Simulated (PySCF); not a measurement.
# How methods differ on the excitation energy of Mn

Mn [Ar] 3d5 4s2 (6S) → Mn [Ar] 3d4 4s2 4p1 (high-spin determinant), as a difference of total energies. Computed with PySCF 2.14 in def2-TZVPPD (6s6p4d2f1g, 67 functions), with the non-relativistic Hamiltonian (point nucleus). Correlated levels: valence: [Ar] frozen; valence and next inner shell: [Ne] frozen. The calculations carry no spin-orbit coupling.

| method | excitation energy (cm⁻¹) |
| --- | --- |
| UHF | 65074 |
| LDA | 75508 |
| PBE | 72719 |
| PBE0 | 71193 |
| r2SCAN | 72509 |
| TPSSh | 70500 |
| r2SCAN0 | 71260 |
| M06-2X | 69845 |
| revPBE | 72444 |
| MP2 (valence) | 69128 |
| SCS-MP2 (valence) | 64743 |
| MP2 (valence and next inner shell) | 72110 |
| SCS-MP2 (valence and next inner shell) | 68155 |

A first-order spin-orbit estimate (lowest level to lowest level, LS coupling) adds -0.081 eV.

The upper state lies above the first ionisation limit, where it may autoionise and the basis confines it.

The determinant of the upper state mixes LS terms, which raises its energy above the lowest term, most at the Hartree-Fock and MP2 levels.
